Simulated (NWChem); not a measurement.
# hydrogen sulfate (HSO$_{4}$ anion); SMILES [O-]S(=O)(=O)O

```xyz
6

O     -0.0635    -1.2876    -0.8234
S      0.0060     0.1720     0.0764
O      0.0549    -0.3424     1.4785
O     -1.2442     0.8746    -0.2956
O      1.2498     0.8265    -0.3944
H      0.0091    -1.9670    -0.1399
```
Atoms are numbered in this order, from 1.

Program: NWChem. Sets without diffuse functions describe the anion's extra electron poorly. All runs use the structure optimised with B3LYP/def2-SVPD. GIAO values for the isolated, static molecule; σ is the absolute isotropic shielding.

Q: Taking PBE0/pcSseg-2 as the yardstick, which of these has the fewest basis functions while keeping “σ O1 (ppm)” within 2 ppm of it: PBE0/pcSseg-1; PBE0/cc-pVDZ; PBE0/cc-pVTZ?

A: none of them.
```tsv
level	basis functions	σ O1 (ppm)	relative time (rough)
PBE0/cc-pVDZ	79	124.7	2
PBE0/pcSseg-1	97	101.4	1
PBE0/cc-pVTZ	168	107.2	8
PBE0/pcSseg-2	201	95.2	10
```

The yardstick is one finite set, not the basis-set limit.
